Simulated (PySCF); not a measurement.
# Multinuclear NMR of C7H12OSi

Molfile (atoms numbered from 1):
```
C7H12OSi
     RDKit          3D

 21 20  0  0  0  0  0  0  0  0999 V2000
    2.0362    1.3827    1.2121 C   0  0  0  0  0  0  0  0  0  0  0  0
    1.9876    0.0773    1.0235 C   0  0  0  0  0  0  0  0  0  0  0  0
    2.0862   -0.5838   -0.3161 C   0  0  0  0  0  0  0  0  0  0  0  0
    0.8158   -1.3422   -0.6327 C   0  0  0  0  0  0  0  0  0  0  0  0
    0.6967   -2.6234   -0.5832 C   0  0  0  0  0  0  0  0  0  0  0  0
    0.4970   -3.7746   -0.5859 O   0  0  0  0  0  0  0  0  0  0  0  0
   -0.7495   -0.3634   -1.0450 Si  0  0  0  0  0  4  0  0  0  0  0  0
   -1.5971    0.2307    0.5539 C   0  0  0  0  0  0  0  0  0  0  0  0
   -2.8151    1.1080    0.2841 C   0  0  0  0  0  0  0  0  0  0  0  0
    2.1696    2.0677    0.3905 H   0  0  0  0  0  0  0  0  0  0  0  0
    1.9549    1.8247    2.1908 H   0  0  0  0  0  0  0  0  0  0  0  0
    1.8491   -0.5968    1.8589 H   0  0  0  0  0  0  0  0  0  0  0  0
    2.9294   -1.2801   -0.3155 H   0  0  0  0  0  0  0  0  0  0  0  0
    2.2583    0.1685   -1.0880 H   0  0  0  0  0  0  0  0  0  0  0  0
   -0.3030    0.7817   -1.8499 H   0  0  0  0  0  0  0  0  0  0  0  0
   -1.6663   -1.2026   -1.8221 H   0  0  0  0  0  0  0  0  0  0  0  0
   -0.8873    0.7868    1.1695 H   0  0  0  0  0  0  0  0  0  0  0  0
   -1.9060   -0.6340    1.1457 H   0  0  0  0  0  0  0  0  0  0  0  0
   -3.5497    0.5735   -0.3137 H   0  0  0  0  0  0  0  0  0  0  0  0
   -2.5265    2.0047   -0.2591 H   0  0  0  0  0  0  0  0  0  0  0  0
   -3.2892    1.4118    1.2158 H   0  0  0  0  0  0  0  0  0  0  0  0
  1  2  2  0
  2  3  1  0
  3  4  1  0
  4  5  2  0
  5  6  2  0
  4  7  1  0
  7  8  1  0
  8  9  1  0
  1 10  1  0
  1 11  1  0
  2 12  1  0
  3 13  1  0
  3 14  1  0
  7 15  1  0
  7 16  1  0
  8 17  1  0
  8 18  1  0
  9 19  1  0
  9 20  1  0
  9 21  1  0
M  END
```

Averaged over atoms made equivalent by symmetry, fast rotation or ring inversion, no solvent, single conformer, relativity neglected. Structure optimised with GFN2-xTB; shieldings: GIAO PBE0/pcSseg-1; PySCF.

**Question.** Where does 29Si resonate?

**Answer.** 
```csv
atoms,environment,σ (ppm),δ (ppm)
Si7,"silicon bonded to 2 C, 2 H",373.0,-26.6
```

Shieldings were converted by a linear fit to measured shifts: 29Si (scatter 8.9 ppm rms, 25.8 ppm with the 6 outliers that the fit left out vs TMS, solution or neat liquid). Occasional misses reach two or three times the rms, and more in compound classes unlike the fitted ones.

On a 400 MHz spectrometer 29Si resonates near 79.5 MHz, so 1 ppm is 79.5 Hz.

**Question.** Where does 17O resonate?

**Answer.** 
| atoms | environment | σ (ppm) | δ (ppm) |
| --- | --- | --- | --- |
| O6 | carbonyl oxygen | 15.6 | 252.5 |

Shieldings were converted by a linear fit to measured shifts: 17O (scatter 10.7 ppm rms, 12.2 ppm with the 3 outliers that the fit left out vs liquid water, solution or neat liquid). A few per cent of atoms miss by over 2 rms, more outside the fitted compound classes.

On a 500 MHz spectrometer 17O resonates near 67.8 MHz, so 1 ppm is 67.8 Hz.
